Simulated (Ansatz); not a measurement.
Relaxation of Zn2Cl6 with RKS r2SCAN-D4/def2-SVP.

```sh
$ ansatz run in.yaml --threads 4 --pin off --events-out ev --progress --plain --max-ram 8704MiB
```

```yaml
crystal:
  periodic: [false, false, false]
  atoms:
    - {symbol: Zn, position_ang: [-1.689240, 0.006570, -0.152600]}
    - {symbol: Zn, position_ang: [1.108580, -0.080560, 1.256890]}
    - {symbol: Cl, position_ang: [0.099320, 0.161380, -2.342840]}
    - {symbol: Cl, position_ang: [-0.417050, 1.599230, 0.900920]}
    - {symbol: Cl, position_ang: [-3.506480, 0.080680, -1.159850]}
    - {symbol: Cl, position_ang: [-0.416290, -1.710120, 0.684780]}
    - {symbol: Cl, position_ang: [2.945130, -0.149920, 2.232830]}
    - {symbol: Cl, position_ang: [1.876030, 0.092730, -1.420130]}
basis:
  gaussian: {orbitals: def2-SVP}
hamiltonian: {xc: r2scan, dispersion: d4}
scf: {lower_state_search: "off"}
output: {orbitals: {seedname: orbitals}}
relax: {f_tol: 0.02, max_steps: 100}
```

Hardware: 4 threads of Arm Neoverse V1 on a shared host. Wall time 96 s.

Positions (Å) and forces (eV/Å) at steps 1, 2, 3, 4, 5, 6, 7, 8, 9, 10, 13, 15, 16, 17, 18, 19, 22 of 22:

```xyz
8
step=1 energy=-171939.1918 eV
Zn   -1.689    0.007   -0.153    0.430   -0.036    0.306
Zn    1.109   -0.081    1.257   -0.503   -0.016   -0.147
Cl    0.099    0.161   -2.343   -0.840    0.032   -0.465
Cl   -0.417    1.599    0.901   -0.007    0.375    0.057
Cl   -3.506    0.081   -1.160   -0.507    0.024   -0.364
Cl   -0.416   -1.710    0.685    0.002   -0.335    0.003
Cl    2.945   -0.150    2.233    0.562   -0.013    0.198
Cl    1.876    0.093   -1.420    0.864   -0.031    0.412
8
step=2 energy=-171939.2638 eV
Zn   -1.663    0.005   -0.116    0.047   -0.007    0.039
Zn    1.061   -0.082    1.266   -0.079   -0.016    0.012
Cl    0.081    0.162   -2.366   -0.258    0.004   -0.072
Cl   -0.426    1.653    0.924    0.002   -0.017    0.004
Cl   -3.482    0.082   -1.187   -0.060    0.007   -0.117
Cl   -0.424   -1.764    0.698    0.008    0.037    0.005
Cl    2.956   -0.148    2.199    0.127    0.003   -0.029
Cl    1.898    0.092   -1.418    0.214   -0.010    0.159
8
step=3 energy=-171939.2820 eV
Zn   -1.672    0.006   -0.119   -0.016    0.006   -0.039
Zn    1.064   -0.083    1.281    0.030   -0.008    0.017
Cl    0.046    0.158   -2.324   -0.055   -0.001    0.005
Cl   -0.429    1.650    0.931   -0.023   -0.024    0.047
Cl   -3.469    0.085   -1.251    0.087    0.001   -0.024
Cl   -0.428   -1.759    0.703   -0.018    0.022    0.052
Cl    3.003   -0.145    2.148   -0.035    0.007   -0.095
Cl    1.886    0.089   -1.369    0.030   -0.001    0.038
8
step=4 energy=-171939.3129 eV
Zn   -1.663    0.007   -0.114   -0.100    0.020   -0.133
Zn    1.047   -0.086    1.296    0.208    0.004    0.024
Cl   -0.011    0.152   -2.262    0.004   -0.003    0.041
Cl   -0.462    1.648    0.998   -0.037   -0.079    0.057
Cl   -3.384    0.093   -1.392    0.228   -0.005    0.079
Cl   -0.461   -1.765    0.768   -0.035    0.052    0.073
Cl    3.074   -0.135    2.000   -0.235    0.011   -0.156
Cl    1.861    0.085   -1.295   -0.033    0.000    0.014
8
step=5 energy=-171939.3579 eV
Zn   -1.646    0.007   -0.110   -0.105    0.018   -0.120
Zn    1.029   -0.087    1.293    0.243    0.008    0.015
Cl   -0.058    0.148   -2.204   -0.102    0.000    0.006
Cl   -0.518    1.632    1.107   -0.019   -0.089    0.008
Cl   -3.258    0.103   -1.544    0.229   -0.007    0.106
Cl   -0.518   -1.763    0.879   -0.020    0.068    0.024
Cl    3.127   -0.122    1.811   -0.275    0.009   -0.137
Cl    1.842    0.082   -1.232    0.049   -0.006    0.097
8
step=6 energy=-171939.3886 eV
Zn   -1.612    0.007   -0.105   -0.116    0.004   -0.004
Zn    1.014   -0.085    1.251    0.174    0.001    0.074
Cl   -0.142    0.142   -2.129   -0.026    0.006   -0.085
Cl   -0.564    1.615    1.198   -0.021   -0.037   -0.003
Cl   -3.111    0.112   -1.679    0.076   -0.003    0.048
Cl   -0.565   -1.759    0.972   -0.024    0.028    0.004
Cl    3.152   -0.110    1.634   -0.129    0.003   -0.044
Cl    1.828    0.077   -1.141    0.066   -0.001    0.010
8
step=7 energy=-171939.3801 eV rejected
Zn   -1.653    0.005   -0.060    0.092    0.007   -0.156
Zn    1.011   -0.085    1.291    0.102    0.006   -0.144
Cl   -0.148    0.143   -2.139    0.093   -0.008    0.129
Cl   -0.578    1.605    1.221   -0.032    0.006    0.030
Cl   -3.042    0.115   -1.730   -0.088   -0.003    0.051
Cl   -0.577   -1.752    0.996   -0.035   -0.006    0.028
Cl    3.158   -0.108    1.566   -0.014   -0.003    0.077
Cl    1.830    0.077   -1.147   -0.118    0.001   -0.015
8
step=8 energy=-171939.3892 eV
Zn   -1.637    0.008   -0.108    0.008   -0.001    0.018
Zn    1.036   -0.085    1.259   -0.043    0.000   -0.004
Cl   -0.132    0.143   -2.143    0.014   -0.001    0.012
Cl   -0.580    1.583    1.220    0.011    0.099   -0.008
Cl   -3.110    0.114   -1.695    0.039    0.000    0.010
Cl   -0.581   -1.731    0.998    0.011   -0.097   -0.021
Cl    3.164   -0.109    1.623    0.004    0.001   -0.009
Cl    1.840    0.077   -1.154   -0.043    0.000    0.003
8
step=9 energy=-171939.3916 eV
Zn   -1.629    0.006   -0.091    0.044   -0.004    0.034
Zn    1.023   -0.085    1.263   -0.061    0.000   -0.019
Cl   -0.134    0.144   -2.145    0.000   -0.002    0.025
Cl   -0.571    1.609    1.207    0.004   -0.040   -0.009
Cl   -3.090    0.113   -1.684   -0.050    0.003   -0.041
Cl   -0.572   -1.755    0.982    0.005    0.044   -0.004
Cl    3.146   -0.109    1.624    0.056   -0.001    0.017
Cl    1.829    0.077   -1.156    0.001    0.000   -0.002
8
step=10 energy=-171939.3922 eV
Zn   -1.630    0.007   -0.094   -0.018    0.001   -0.018
Zn    1.023   -0.085    1.260    0.024    0.000    0.002
Cl   -0.137    0.143   -2.136   -0.004    0.001   -0.009
Cl   -0.572    1.604    1.206   -0.002    0.003    0.006
Cl   -3.097    0.113   -1.690    0.015   -0.001    0.014
Cl   -0.572   -1.751    0.982   -0.002   -0.004    0.005
Cl    3.154   -0.109    1.621   -0.015    0.000    0.001
Cl    1.832    0.077   -1.149    0.003    0.000   -0.001
8
step=13 energy=-171939.3923 eV
Zn   -1.630    0.007   -0.094    0.001    0.000    0.002
Zn    1.025   -0.084    1.259    0.000    0.000   -0.001
Cl   -0.138    0.143   -2.139   -0.001    0.000    0.002
Cl   -0.572    1.604    1.208    0.000   -0.001   -0.001
Cl   -3.096    0.113   -1.690    0.000    0.000   -0.002
Cl   -0.573   -1.750    0.983    0.000    0.001    0.000
Cl    3.153   -0.109    1.625    0.001    0.000    0.002
Cl    1.831    0.077   -1.152    0.000    0.000   -0.002
8
step=15 energy=-171939.3924 eV
Zn   -1.634    0.005   -0.080   -0.009    0.001   -0.002
Zn    1.033   -0.083    1.248    0.056   -0.001    0.008
Cl   -0.159    0.143   -2.129   -0.010    0.000   -0.007
Cl   -0.568    1.605    1.204   -0.005    0.005    0.006
Cl   -3.081    0.115   -1.699    0.000    0.000    0.000
Cl   -0.568   -1.751    0.979   -0.005   -0.006    0.006
Cl    3.152   -0.111    1.655   -0.047    0.001   -0.008
Cl    1.823    0.078   -1.176    0.020    0.000   -0.002
8
step=16 energy=-171939.3856 eV rejected
Zn   -1.657   -0.003   -0.005   -0.028    0.011   -0.044
Zn    1.082   -0.077    1.183    0.388   -0.008    0.064
Cl   -0.272    0.140   -2.081    0.038    0.003   -0.071
Cl   -0.545    1.610    1.185   -0.024    0.032    0.036
Cl   -2.999    0.121   -1.752   -0.077   -0.005    0.051
Cl   -0.542   -1.755    0.961   -0.022   -0.039    0.033
Cl    3.146   -0.121    1.820   -0.350    0.007   -0.089
Cl    1.787    0.085   -1.313    0.075    0.000    0.021
8
step=17 energy=-171939.3936 eV
Zn   -1.643    0.003   -0.050   -0.010    0.002    0.005
Zn    1.060   -0.080    1.211    0.072   -0.004    0.028
Cl   -0.206    0.142   -2.113   -0.003    0.000   -0.007
Cl   -0.557    1.605    1.198   -0.007    0.009    0.000
Cl   -3.054    0.116   -1.716    0.012    0.000    0.003
Cl   -0.557   -1.751    0.974   -0.003   -0.009    0.000
Cl    3.143   -0.116    1.737   -0.068    0.001   -0.019
Cl    1.814    0.082   -1.242    0.007    0.001   -0.011
8
step=18 energy=-171939.3938 eV
Zn   -1.644    0.002   -0.043   -0.005    0.002    0.001
Zn    1.063   -0.080    1.209    0.075   -0.003    0.019
Cl   -0.216    0.142   -2.110    0.005    0.000   -0.002
Cl   -0.555    1.607    1.196   -0.008    0.003    0.004
Cl   -3.044    0.116   -1.720   -0.007   -0.001    0.001
Cl   -0.555   -1.753    0.972   -0.006   -0.004    0.004
Cl    3.141   -0.117    1.749   -0.066    0.001   -0.014
Cl    1.809    0.083   -1.253    0.013    0.002   -0.013
8
step=19 energy=-171939.3895 eV rejected
Zn   -1.661   -0.002    0.009    0.002    0.006   -0.016
Zn    1.111   -0.076    1.144    0.211   -0.008    0.069
Cl   -0.295    0.140   -2.082    0.091    0.001   -0.036
Cl   -0.537    1.607    1.187    0.002    0.018   -0.002
Cl   -3.002    0.118   -1.745   -0.028   -0.003    0.047
Cl   -0.537   -1.752    0.962    0.008   -0.019   -0.001
Cl    3.123   -0.126    1.895   -0.230    0.005   -0.086
Cl    1.798    0.090   -1.370   -0.055    0.000    0.025
8
step=22 energy=-171939.3950 eV
Zn   -1.652    0.001   -0.013    0.012   -0.001    0.002
Zn    1.094   -0.079    1.176   -0.011    0.000    0.000
Cl   -0.255    0.141   -2.104    0.016   -0.001    0.013
Cl   -0.539    1.610    1.185    0.004   -0.005   -0.005
Cl   -3.028    0.115   -1.720   -0.007    0.000   -0.001
Cl   -0.540   -1.753    0.960    0.004    0.006   -0.005
Cl    3.118   -0.124    1.848   -0.002    0.000    0.000
Cl    1.801    0.089   -1.332   -0.016    0.000   -0.004
```

The restricted singlet is unstable towards broken spin symmetry in Hartree–Fock (as tested in another run); at r2SCAN-D4/def2-SVP this wasn't settled. In the singlet, Cl3 and Cl8 lie 2.20 Å apart (atoms count from 1), so these atoms are partly bonded to each other. Another isomer (singlet) lies 0.15 eV lower at PBE0-D4/def2-TZVP; other spin states weren't run for this one.
